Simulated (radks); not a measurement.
Values are calculated unless marked as measured or tabulated.
Sc4+, 17 electrons, occupied as [Ne] 3s2 3p5.

Code: a radial shooting solver on a logarithmic mesh with Libxc functionals. Model: Dirac Kohn-Sham, BLYP, spin-unpolarised, spherical densities, finite nucleus; open shells fill j = l - 1/2 first; Fermi nuclear charge, rms radius 3.5459 fm.

Energy parts (Ry):
| part | energy |
|---|---|
| total | -1519.94733 |
| kinetic | 1533.61950 |
| electron-nucleus | -3544.97210 |
| Hartree | 566.65585 |
| exchange-correlation | -75.25058 |

Orbitals (lengths in bohr, moments of r in powers of bohr; <r^-3> diverges for s and p1/2; r(max) is where P^2 peaks; r(90%) holds 90 % of the orbital's charge):
orbital,occ.,eigenvalue (Ry),<r^-3>,r(90%),<r^4>,r(max)
1s1/2,2,-327.4642,-,0.130,0.0001326,0.04780
2s1/2,2,-38.99011,-,0.534,0.03434,0.2836
2p1/2,2,-32.91597,-,0.504,0.02760,0.2306
2p3/2,4,-32.57367,220.6,0.507,0.02841,0.2327
3s1/2,2,-7.74710,-,1.53,2.338,0.9088
3p1/2,2,-6.14466,-,1.65,3.116,0.9336
3p3/2,3,-6.10116,28.19,1.66,3.185,0.9392

The highest occupied level is 3p3/2 at -83.011 eV. The density falls to 0.001 e/bohr^3 at r = 2.60 bohr. Summed over all electrons, <r^2> = 10.35 bohr^2, which gives a Langevin (diamagnetic) susceptibility term of -8.19 x 10^-6 cm^3/mol.
